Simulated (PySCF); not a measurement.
Isomers C$_{7}$H$_{10}$OSi:

A. SMILES [SiH3]c1cc(C2CC2)co1
B. `C#C[C@@]1([SiH3])C[C@@H]1C(C)=O`
C. SMILES [C@H]12[SiH2]C=C(C=O)[C@H](C1)C2

Spectrum 1. ¹H NMR (400 MHz, computed): δ 4.32 (s, 3H), 2.43 (s, 3H), 2.18 (m, 1H), 1.68 (m, 1H), 1.25 (s, 1H), 0.95 (m, 1H). ¹³C{¹H} NMR (computed): δ 216.7 (C), 93.2 (C), 70.8 (CH), 37.5 (CH), 33.6 (CH2), 33.1 (CH3), 10.1 (C).

Spectrum 2. ¹H NMR (400 MHz, computed): δ 9.63 (s, 1H), 6.90 (t, 1H), 4.70 (m, 2H), 3.48 (m, 1H), 2.72 (m, 2H), 1.92 (m, 1H), 1.51 (m, 2H). ¹³C{¹H} NMR (computed): δ 195.7 (CH), 177.9 (C), 147.7 (CH), 35.8 (CH2), 31.3 (CH), 17.3 (CH).

Spectrum 3. ¹H NMR (400 MHz, computed): δ 7.27 (m, 1H), 7.11 (m, 1H), 4.46 (s, 3H), 1.59 (m, 1H), 1.09 (m, 2H), 0.46 (m, 2H). ¹³C{¹H} NMR (computed): δ 151.5 (C), 144.6 (CH), 139.1 (C), 132.3 (CH), 15.9 (CH2), 10.3 (CH).

Calculated, not measured (PySCF 2.14.0 with density-fitted response routines): PBE0/pcSseg-1 with gauge-including orbitals, GFN2-xTB geometry. Relativity neglected, no solvent model, one conformer, equivalent nuclei averaged.

Scale: TMS for ¹H, ¹³C (reference shieldings calculated alike). Where no couplings were computed, multiplicities follow the n + 1 count of equivalent neighbours, and m marks all less simple cases (inequivalent or close neighbours, rings, F or P nearby). Shifts are as computed. Against solution values, carbons near 30 ppm lie about +3 ppm off and those near 130 ppm about +5 ppm. Of 1211 compounds with measured shifts, 218 miss one by over three times the rms of a fit or turn the order of signals round; such compounds aren't used in these exercises.

Q: Match each spectrum to its structure.

A: 1–B, 2–C, 3–A.

- Spectrum 1 (B): 7 ¹³C signals; δC 216.7 is a ketone carbonyl carbon; δC 93.2 is an alkyne carbon.
- Spectrum 2 (C): 6 ¹³C signals; δC 195.7 is an aldehyde carbonyl carbon; δC 147.7 is a β carbon of a C=C–C=O unit.
- Spectrum 3 (A): 6 ¹³C signals; δC 132.3 is an aromatic CH; δC 15.9 is a three-membered-ring carbon.
